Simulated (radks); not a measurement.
Initial-state core-level shifts of neutral neodymium when its valence configuration changes from [Xe] 4f4 6s2. Method: Dirac Kohn-Sham, PBE, spin-unpolarised, spherical densities, point nucleus; open shells are shared between the two j in proportion to 2j + 1; computed with a radial shooting solver on a logarithmic mesh with Libxc functionals. Shifts are changes of the shell-averaged eigenvalues in eV (positive: less bound).

| valence | 2p | 3s | 3p | 4d |
|---|---|---|---|---|
| 4f4 6s1 6p1 | -1.168 | -1.147 | -1.148 | -1.166 |
| 4f6 | +2.100 | +2.698 | +2.685 | +2.276 |
| 4f2 5d4 | -10.654 | -13.022 | -12.973 | -10.564 |
| 4f3 6s2 6p1 | -9.592 | -10.544 | -10.523 | -9.605 |
| 4f3 5d1 6s2 | -6.396 | -7.395 | -7.374 | -6.444 |
| 4f2 5d3 6p1 | -13.310 | -15.673 | -15.623 | -13.222 |
| 4f3 5d2 6s1 | -4.815 | -5.843 | -5.822 | -4.871 |
